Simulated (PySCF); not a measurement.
Species: sum formula Si2NH6, net charge -1, singlet state. It need not be the lowest isomer of its formula. Whether it binds its extra electron was not tested at this geometry. SMILES: [SiH3][N-][SiH3]
Geometry: optimised at B3LYP-D3(BJ)/def2-TZVP (Ansatz).

Dispersion corrections to the total energy (kcal/mol) from the dftd3 and dftd4 libraries through PySCF: D3(BJ) without and D4 with the three-body term, each with the damping fitted for the functional named.

```csv
functional,D3(BJ),D4
B2GP-PLYP,-3.23,[?]
B3LYP,-7.11,-8.07
PBE,-3.89,-5.02
TPSS,-5.00,[?]
HSE06,-2.80,[?]
B2PLYP,-3.48,-3.49
BHLYP,-5.87,-6.23
```

Question: What belongs in the gaps?

Answer: 
- B2GP-PLYP, D4: -2.13
- TPSS, D4: -6.75
- HSE06, D4: -3.95
